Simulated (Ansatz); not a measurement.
Cl3H2NbO2 (`[OH][Nb]([OH])([Cl])([Cl])[Cl]`), relaxed with RKS PBE-D4/def2-SVP in the Gaussian-basis code of Ansatz from a rough embedded geometry. The force threshold is 0.03 eV/Å; the program also tests the step.

Total charge 0; spin multiplicity 1. Nb takes the def2 core potential.

Start:

```xyz
8

O     1.216   -0.888   -0.914
Nb   -0.378   -0.049    0.465
O     0.862    1.656    0.503
Cl    0.781   -2.358    1.793
Cl   -1.904   -1.876   -0.592
Cl   -2.189    1.448   -0.389
H     1.026   -0.415   -1.755
H     0.585    2.482    0.890
```

**Question.** How much energy does the relaxation release, and in how many steps? (Best estimate.)

**Answer.** Computed: 112.21 kcal/mol, in 21 steps, 1 of them rejected.

**Question.** Which bonds change most? (Best estimate.)

**Answer.** Computed: Nb2–Cl4 from 2.905 to 2.311 Å; O1–Nb2 from 2.269 to 1.882 Å; Nb2–Cl5 from 2.605 to 2.344 Å; Nb2–O3 from 2.109 to 1.892 Å.

**Question.** Give the relaxed structure. (Estimate.)

**Answer.** Ansatz gave: 
```xyz
8

O     0.760   -0.682   -1.416
Nb   -0.286   -0.305    0.103
O     0.773    1.202    0.537
Cl    0.336   -1.412    2.035
Cl   -1.812   -1.994   -0.453
Cl   -2.080    1.197   -0.001
H     1.524   -0.125   -1.666
H     0.785    2.119    0.862
```
